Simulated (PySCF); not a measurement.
# Excitation energy of In by level of theory

In [Kr] 4d10 5s2 5p1 (2P) → In [Kr] 4d10 5s1 5p2 (4P), as a difference of total energies. All numbers are calculated (PySCF 2.14, scalar relativity by spin-free X2C-1e, in x2c-TZVPPall). Correlated levels: valence: [Kr] 4d10 frozen. The calculations carry no spin-orbit coupling.

```
           method  excitation energy (cm⁻¹)
              UHF                     23491
    MP2 (valence)                     28398
SCS-MP2 (valence)                     30264
   CCSD (valence)                     30172
CCSD(T) (valence)                     30307
  CCSDT (valence)                     30353
```

Errors of the correlated levels include the incompleteness of this basis and the frozen core.

For comparison: 35088 cm⁻¹ (measured; NIST levels, between the centres of gravity of the two terms).
